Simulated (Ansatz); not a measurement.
Basis-set extrapolation for C6H14S, SMILES `CCCCCCS` (PBE0-D4/def2-TZVP geometry, frozen core, the Gaussian-basis code of Ansatz). Multiplicity 1, RHF reference.

|  | def2-TZVPP | def2-QZVPP |
| --- | --- | --- |
| HF | -632.993605 | -633.016071 |
| MP2 correlation | -1.236299 | -1.317495 |
| CCSD(T) correlation | -1.373781 | not run |

Energies in hartree. Use E(X) = E(∞) + A·exp(−7.88·√X) for Hartree–Fock and E(X) = E(∞) + B·X^(−2.97) for correlation, with X = 3 and 4, and add CCSD(T) minus MP2 of the smaller set to the MP2 limit.

What is the CCSD(T) energy at the basis-set limit?

HF limit: -633.016071 + (-0.022466) × 0.13774 = -633.01917. MP2 limit: -1.317495 + (-0.081196) × 0.74074 = -1.37764. Higher-order term: -1.373781 − (-1.236299) = -0.13748. Total: -634.53429 hartree, 4.54 eV below CCSD(T)/def2-TZVPP.
